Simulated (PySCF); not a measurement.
Species: C₇H₁₁BrO.
SMILES with atom numbers: `[CH2:1]=[CH:2][C@@:3]1([Br:4])[CH2:5][CH2:6][CH2:7][O:8][CH2:9]1` (hydrogens: H10, H11 on C1; H12 on C2; H13, H14 on C5; H15, H16 on C6; H17, H18 on C7; H19, H20 on C9)

The calculation used PySCF, PBE0-D3(BJ)/def2-SVP geometry optimisation, gas phase.

Q: Give the optimised bond lengths and angles.

A: 
```csv
bond,length (Å),order
C1=C2,1.334,double
C2–C3,1.499,single
C3–Br4,1.984,single
C3–C5,1.529,single
C5–C6,1.527,single
C6–C7,1.520,single
C7–O8,1.406,single
O8–C9,1.400,single
C3–C9,1.531,single
C1–H10,1.093,single
C1–H11,1.092,single
C2–H12,1.096,single
C5–H13,1.103,single
C5–H14,1.101,single
C6–H15,1.102,single
C6–H16,1.102,single
C7–H17,1.100,single
C7–H18,1.111,single
C9–H19,1.108,single
C9–H20,1.099,single
```

Orders are formal, as drawn. A selection of angles:
```csv
angle,degrees
C1–C2–C3,126.2
C2–C3–Br4,106.3
C2–C3–C5,111.6
C2–C3–C9,115.0
Br4–C3–C5,108.3
Br4–C3–C9,106.1
C5–C3–C9,109.1
C3–C5–C6,109.3
C5–C6–C7,110.2
C6–C7–O8,111.6
C7–O8–C9,112.7
C3–C9–O8,111.3
```

Dihedral angles: C1–C2–C3–Br4 125° (anticlinal); C2–C3–C5–C6 75° (synclinal); C3–C5–C6–C7 53° (synclinal); C5–C6–C7–O8 -56° (synclinal); C6–C7–O8–C9 60° (synclinal); C7–O8–C9–C3 -61° (synclinal); C2–C3–C9–O8 -69° (synclinal).

Of the pairs four or more bonds apart, C9···H11 is among the closest relative to their van der Waals radii: 2.64 Å, 91 % of the sum of Bondi's values. The C–C distances run from 1.334 Å (C1=C2, drawn double) to 1.531 Å (C3–C9, drawn single), a spread of 0.197 Å. The 6-membered ring C3–C5–C6–C7–O8–C9 has internal angles of 109.1° to 112.7° (sum 664°, against 720° for a flat polygon); it is puckered, 0.23 Å rms from its mean plane, widest ring torsion 61°.

Point group: C1 (no symmetry element, even within 0.4 Å). No frequency check. One conformer, not necessarily the lowest.

Rough CPU time on one thread of a shared machine: about 6 min. These figures are those of the optimisation.
